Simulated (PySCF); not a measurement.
Molfile (atoms numbered from 1):
```
C6H4O3
     RDKit          3D

 13 13  0  0  0  0  0  0  0  0999 V2000
    3.1706    0.2160   -0.3450 O   0  0  0  0  0  0  0  0  0  0  0  0
    2.3212   -0.5057    0.0965 C   0  0  0  0  0  0  0  0  0  0  0  0
    0.8690   -0.2191    0.0513 C   0  0  0  0  0  0  0  0  0  0  0  0
    0.3533    0.9012   -0.5004 C   0  0  0  0  0  0  0  0  0  0  0  0
   -1.0923    1.1475   -0.5254 C   0  0  0  0  0  0  0  0  0  0  0  0
   -1.6019    2.1380   -1.0095 O   0  0  0  0  0  0  0  0  0  0  0  0
   -1.8436    0.0576    0.1019 C   0  0  0  0  0  0  0  0  0  0  0  0
   -1.2176   -1.0101    0.6180 C   0  0  0  0  0  0  0  0  0  0  0  0
    0.1118   -1.1871    0.6154 O   0  0  0  0  0  0  0  0  0  0  0  0
    2.5520   -1.4691    0.5864 H   0  0  0  0  0  0  0  0  0  0  0  0
    1.0189    1.6319   -0.9335 H   0  0  0  0  0  0  0  0  0  0  0  0
   -2.9174    0.1378    0.1368 H   0  0  0  0  0  0  0  0  0  0  0  0
   -1.7283   -1.8384    1.0897 H   0  0  0  0  0  0  0  0  0  0  0  0
  1  2  2  0
  2  3  1  0
  3  4  2  0
  4  5  1  0
  5  6  2  0
  5  7  1  0
  7  8  2  0
  8  9  1  0
  9  3  1  0
  2 10  1  0
  4 11  1  0
  7 12  1  0
  8 13  1  0
M  END
```

All values are calculated (PySCF 2.14): PBE0/pcSseg-1 with gauge-including orbitals, GFN2-xTB geometry. A single conformation, no relativistic terms, gas phase.

Scale: TMS for 13C, 1H; H2O for 17O (reference shieldings calculated alike).

```json
{"atoms": "H12", "nucleus": "1H", "count": "1", "δ (ppm)": "6.59"}
{"atoms": "C8", "nucleus": "13C", "count": "1", "δ (ppm)": "159.6"}
{"atoms": "C5", "nucleus": "13C", "count": "1", "δ (ppm)": "177.8"}
{"atoms": "O6", "nucleus": "17O", "count": "1", "δ (ppm)": "586.3"}
{"atoms": "H13", "nucleus": "1H", "count": "1", "δ (ppm)": "7.84"}
{"atoms": "C3", "nucleus": "13C", "count": "1", "δ (ppm)": "161.7"}
{"atoms": "C4", "nucleus": "13C", "count": "1", "δ (ppm)": "126.3"}
{"atoms": "O9", "nucleus": "17O", "count": "1", "δ (ppm)": "223.1"}
{"atoms": "C7", "nucleus": "13C", "count": "1", "δ (ppm)": "129.2"}
{"atoms": "O1", "nucleus": "17O", "count": "1", "δ (ppm)": "?"}
{"atoms": "H10", "nucleus": "1H", "count": "1", "δ (ppm)": "?"}
{"atoms": "C2", "nucleus": "13C", "count": "1", "δ (ppm)": "?"}
{"atoms": "H11", "nucleus": "1H", "count": "1", "δ (ppm)": "?"}
```

Q: Fill in the missing shifts.

A: 
- C2: 192.2 ppm, aldehyde carbonyl carbon; low-lying n→π* states of the double bond to the heteroatom give a large paramagnetic term (-249 ppm)
- H10: 9.96 ppm, hydrogen on an aldehyde carbonyl carbon; the C=O anisotropy and electron withdrawal place aldehyde protons far downfield
- H11: 7.17 ppm, hydrogen on a unsaturated ring CH
- O1: 695.7 ppm, aldehyde oxygen

Shifts are as computed. Against solution values, carbons near 30 ppm lie about +3 ppm off and those near 130 ppm about +5 ppm. Of 1211 compounds with measured shifts, 218 miss one by over three times the rms of a fit or turn the order of signals round; such compounds aren't used in these exercises. Unscaled 17O shifts of doubly bonded oxygen tend to come out too high, by tens of ppm or more. Experimental scales use liquid or dissolved standards, which lie at an offset from isolated H2O (liquid H2O: subtract about 36 ppm).
